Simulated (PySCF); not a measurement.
# SbF and its ions

UHF; PySCF, scalar-relativistic core potentials, basis sets Sb def2-SVPD with ECP28, F def2-SVPD. Neutral (UHF): triplet (π ↑↑), Re = 1.942 Å, ωe = 626 cm⁻¹, De = 2.12 eV, HOMO -9.26 eV, LUMO 0.62 eV.

SbF⁻ (UHF): doublet (π ↑), Re = 2.048 Å, ωe = 483 cm⁻¹. The energies at the minima are -338.64088 hartree for SbF and -338.64202 for SbF⁻.

(1) Work out the adiabatic electron affinity, without and with harmonic zero-point energies (1 hartree = 27.2114 eV, 1 eV = 8065.5 cm⁻¹), and the change of the bond length.

These are scalar-relativistic numbers at best; spin–orbit coupling would shift them, the dissociation energy most. Hartree–Fock leaves out correlation, which carries a large part of most bond energies and some tenths to 1 eV of ionisation energies. States were picked by a PBE0 search and need not be the measured ground states.

## Answers

(1) At UHF: 0.00114 hartree = 0.031 eV between the minima; the zero-point term (626.0 − 483.0)/2 cm⁻¹ = +0.009 eV makes it 0.040 eV. Re changes by +10.6 pm against the neutral. The electron enters a π orbital, and the longer bond of the ion fits an antibonding orbital, or a change in how ionic the bond is.
